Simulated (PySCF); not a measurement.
(Z)-1-bromo-2-chloroethene (C2H2BrCl), SMILES Cl/C=C\Br. Atoms are numbered in the order given.

```xyz
6

Cl     0.5566     2.1066     0.0000
C     -0.9771     1.3145     0.0000
C     -1.1640    -0.0071     0.0000
Br     0.2111    -1.2921     0.0000
H     -1.8339     1.9926     0.0000
H     -2.1717    -0.4256     0.0000
```
Charge 0, spin multiplicity 1.

The structure is a stationary point at B3LYP-D3(BJ)/def2-SVP.

The numbers are results of TDA-PBE/def2-SVPD (PySCF), not measurements.

Vertical excitations.  State labels are in the subgroup Cs.

**Question.** Give excitation energies, oscillator strengths and character. (Estimate from the structure and the level; the computed values follow.)

**Answer.** 
| state | symmetry | energy (eV) | λ (nm) | f | main pairs |
|---|---|---|---|---|---|
| S1 | A" | 5.06 | 245 | 0.000 | HOMO→LUMO+1 99 % |
| S2 | A" | 5.56 | 223 | 0.000 | HOMO−1→LUMO 100 % |
| S3 | A' | 5.88 | 211 | 0.160 | HOMO→LUMO 58 %, HOMO−1→LUMO+1 24 % |
| S4 | A' | 6.08 | 204 | 0.076 | HOMO−1→LUMO+1 73 %, HOMO→LUMO 18 % |
| S5 | A" | 6.27 | 198 | 0.000 | HOMO−2→LUMO 89 % |
| S6 | A" | 6.30 | 197 | 0.001 | HOMO→LUMO+2 76 %, HOMO→LUMO+3 12 % |
| S7 | A" | 6.43 | 193 | 0.000 | HOMO→LUMO+3 86 % |
| S8 | A' | 6.60 | 188 | 0.021 | HOMO−2→LUMO+1 93 % |
| S9 | A" | 6.88 | 180 | 0.001 | HOMO−3→LUMO+1 96 % |
| S10 | A" | 7.01 | 177 | 0.008 | HOMO→LUMO+4 99 % |
| T1 | A' | 3.91 | 317 | 0 | HOMO→LUMO 97 % |
| T2 | A" | 4.59 | 270 | 0 | HOMO→LUMO+1 100 % |
| T3 | A" | 5.44 | 228 | 0 | HOMO−1→LUMO 100 % |
| T4 | A' | 5.46 | 227 | 0 | HOMO−1→LUMO+1 99 % |
Triplets are in the Tamm–Dancoff approximation.
